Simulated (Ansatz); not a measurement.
The same path of Cl2GeH2 + H4OSi (11 atoms, charge 0, multiplicity 1) was run twice with different band settings. Lost on the way: Ge1–H2, O6–H11. Made: Ge1–O6, H2–H11.

The calculation used RKS PBE/def2-SVP in Ansatz.

Relaxed end points:

```xyz
11
Properties=species:S:1:pos:R:3
Ge -0.117 0.568 -0.330
H -0.320 0.510 1.196
Cl 2.000 0.553 -0.796
H -0.720 1.814 -1.022
Cl -1.082 -1.154 -1.250
O 0.887 -1.981 1.422
Si 0.514 -3.571 0.979
H 0.907 -3.743 -0.454
H 1.298 -4.531 1.842
H -0.948 -3.886 1.150
H 1.072 -1.854 2.368
```

```xyz
11
Properties=species:S:1:pos:R:3
Ge 0.045 -0.378 -0.710
H 0.561 -0.160 3.620
Cl 1.929 -0.169 -1.756
H -0.412 0.963 -0.112
Cl -1.408 -1.162 -2.115
O 0.244 -1.541 0.611
Si 0.462 -3.224 0.640
H 1.408 -3.652 -0.448
H 1.038 -3.546 1.987
H -0.856 -3.925 0.463
H 0.478 -0.481 2.926
```

Common settings: movable images 5; climbing image yes; spring 5.0 eV/Å²; optimiser quadratic models (default); force threshold 0.05 eV/Å; iteration limit 60; end points relaxed.

| run | start path |
| --- | --- |
| 1 | through a guess of the saddle point |
| 2 | straight line |

Problem. What does each run give, and how far can it be trusted?

Solution. Run 1: converged after 38 iterations, highest image 1.400 eV above the first end. Neighbouring images differ by up to 1.5 eV, so the band resolves the path poorly. A vibrational analysis at the climbing image gives one clearly imaginary mode, 1184i cm⁻¹: a first-order saddle point.
Run 2: converged after 28 iterations, highest image 1.402 eV above the first end. Neighbouring images differ by up to 1.4 eV, so the band resolves the path poorly. Another band between the same ends (5 images) ends at a top of the same energy, where a vibrational analysis finds 1 clearly imaginary mode.
The orbitals stay closed-shell, which can raise the energy where a bond breaks towards radicals; this wasn't checked here.
